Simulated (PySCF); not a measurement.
The PySCF input:
```python
from pyscf import gto, scf, ci

mol = gto.Mole()
mol.atom = '''
    B    -0.337695   -0.172646   -0.011867
    F    -1.511492   -0.772747   -0.053116
    S    -0.227638    1.447543   -0.797881
    H     1.054301    1.699412   -0.549028
    S     0.994901   -1.055282    0.824843
    H     1.961404   -0.157640    0.655004
'''
mol.basis = 'def2-svp'
mol.charge = 0
mol.spin = 0
mol.verbose = 4
mol.max_memory = 1800
mol.build()

mf = scf.RHF(mol)
mf.kernel()

myci = ci.CISD(mf, frozen=12)
myci.kernel()
print('E(CISD) = %.10f' % myci.e_tot)
```

Q: What does this run give for the SCF-reference Mulliken (on the basis functions themselves) charges in atom order, SCF-reference HOMO-LUMO gap?

A: 
```yaml
SCF-reference Mulliken (on the basis functions themselves) charges in atom order: B1 0.39, F2 -0.22, S3 -0.15, H4 0.07, S5 -0.15, H6 0.07
SCF-reference HOMO-LUMO gap: 13.81 eV
```
